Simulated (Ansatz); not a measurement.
A made-up structure of BHSeO, singlet:

B1  (-0.206, 0.273, -0.133)
O2  (-0.475, -0.952, 0.249)
Se3  (1.442, -0.545, 0.451)
H4  (-1.090, -1.631, 0.568)
(Å)

It is relaxed with PBE-D4/def2-SVP and then PBE0-D4/def2-TZVP (Ansatz 0.2.0). Atoms count as bonded within 1.22 times the sum of their covalent radii (H–H: 0.88 Å). The end point is not checked to be a true minimum.

Does its bonding change? (Judge from chemistry; the calculation decides.)

By the calculation: Yes. Formed: none; broken: O2–Se3.

Where it ends: The first stage lowers the energy by 5.18 eV in 11 steps. It ends as BHSeO ([OH][B][Se]):
```xyz
4
angstrom
B 0.2237 -0.5063 0.1728
O -1.0072 -0.9078 -0.0337
Se 1.8635 0.0647 0.3934
H -1.4096 -1.5054 0.6024
```

Labels in which every atom is bracketed show which atoms are joined, not bond orders.

For scale, one of the runs: PBE0-D4/def2-TZVP relaxation, 116 basis functions, launched by `ansatz run in.yaml --threads 2 --pin off --events-out ev --progress --plain --max-ram 4352MiB`. The run took about 18 s on 2 CPU threads of an Arm Neoverse V1 (shared host).
